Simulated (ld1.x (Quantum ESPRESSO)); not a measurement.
## u(r) = r·R(r): atom against pseudo-atom (B (Z = 5))

Columns: radius, all-electron u(r) and pseudo u(r) of the 2p shell (level -3.95 eV) of boron in the configuration [He] 2s1.5 2p1.5; LDA (PZ), scalar-relativistic, PAW scheme, ld1.x (Quantum ESPRESSO) 7.5.

```
r (bohr)  all-electron  pseudo
   0.115        0.0355  0.0086
   0.230        0.1104  0.0338
   0.345        0.1972  0.0739
   0.460        0.2825  0.1266
   0.575        0.3601  0.1884
   0.690        0.4276  0.2557
   0.805        0.4841  0.3247
   0.920        0.5301  0.3916
   1.035        0.5660  0.4530
   1.150        0.5928  0.5065
   1.265        0.6113  0.5500
   1.380        0.6227  0.5828
   1.495        0.6279  0.6046
   1.610        0.6278  0.6162
   1.725        0.6235  0.6190
   1.840        0.6155  0.6146
   1.955        0.6046  0.6049
   2.070        0.5914  0.5917
   2.185        0.5763  0.5764
   2.300        0.5598  0.5598
   2.415        0.5423  0.5423
   2.530        0.5241  0.5241
   2.645        0.5053  0.5053
   2.760        0.4863  0.4863
   2.875        0.4672  0.4672
   2.990        0.4481  0.4481
```

Q: How many radial nodes do the two functions have?

A: The all-electron 2p function has n − l − 1 = 0; the pseudo-wave has 0.

Q: At about which radius was the pseudo-wave matched?

A: 2.30 bohr. The columns agree to 0.0005 from 1.96 bohr on; several derivatives are matched, so the curves merge somewhat inside the radius.

Q: Is the pseudo-wave norm-conserving?

A: No, it belongs to a PAW set: the norm inside the radius is not constrained, and the difference is carried by the augmentation charge.
